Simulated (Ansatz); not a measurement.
Molecule (SMILES): Br[Si]Br (closed-shell singlet).
Atoms: Si1, Br2, Br3. Bonds: Si1-Br2, Si1-Br3.

Basis-set convergence of the lowest harmonic wavenumber at B3LYP with Ansatz (a program for electronic structure). Each level at its own minimum, finite differences of forces, unscaled; the reference is a large set that could be run, not a limit. Cartesian d functions, on some or all atoms, in 3-21G, 6-31G**; all else is spherical. The program fits the integrals of some runs and decomposes those of others, by size. No added dispersion term, no relativity. Reference: the value in aug-pcseg-2, 118 cm⁻¹. Deviations are taken from unrounded values. Cost is core time over that of STO-3G, rough, on shared machines of one kind.

```csv
basis,functions,lowest harmonic wavenumber (cm⁻¹),minus reference (cm⁻¹),cost
STO-3G,45,146,28,1×
pcseg-0,57,93,-25,0.9×
3-21G,59,102,-16,1×
cc-pV(D+d)Z,77,118,0,3×
def2-SVP,82,119,1,2×
6-31G**,89,117,-1,3×
aug-cc-pV(D+d)Z,104,116,-2,6×
def2-SVPD,106,117,-1,4×
pcseg-2,120,118,0,4×
cc-pV(T+d)Z,125,118,0,5×
def2-TZVPP,138,118,0,4×
def2-TZVPD,157,118,0,6×
aug-pcseg-2,168,118,0,6×
```

The smallest set listed that lies within 20 cm⁻¹ of the reference with all its larger relatives (same family, alike in diffuse functions; a set with none counts only in the reference's own line) is 3-21G (59 functions, 1× in cost, -16 cm⁻¹ off). Inside, with no larger relative to test it: aug-cc-pV(D+d)Z, pcseg-2. (Relatives not listed, tested too: 6-31G -16, 6-31G* -1, 6-311G** 0, def2-TZVP 0, def2-TZVPPD 0 cm⁻¹.)
